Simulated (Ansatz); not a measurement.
Mulliken charges of `[PH2][GaH2]` from B3LYP/def2-TZVPP in Ansatz (PBE0-D4/def2-TZVP geometry).

| atom | x (Å) | y (Å) | z (Å) | charge (e) |
| --- | --- | --- | --- | --- |
| P1 | -0.677 | -1.221 | -0.011 | -0.161 |
| Ga2 | -0.007 | 0.988 | -0.033 | 0.203 |
| H3 | 0.108 | -1.586 | 1.114 | 0.035 |
| H4 | 0.266 | -1.656 | -0.978 | 0.035 |
| H5 | 0.259 | 1.692 | -1.410 | -0.056 |
| H6 | 0.051 | 1.783 | 1.318 | -0.056 |

By hand: the dipole of these point charges (1 e Å = 4.8032 D).

Σ q r = (0.103, 0.089, 0.005) e Å, of length 0.136 e Å = 0.65 D.

How does the dipole of the full density compare? (Estimate.)

Ansatz gave: (0.122, 0.015, 0.009) e Å, 0.59 D; the point charges give 1.10 times that, at 34° from its direction.

Point charges leave out the atoms' own dipoles, such as those of lone pairs, and Mulliken's split depends on the basis, so the two needn't agree.

B3LYP here is the variant with VWN-RPA as its local correlation; programs differ in this.
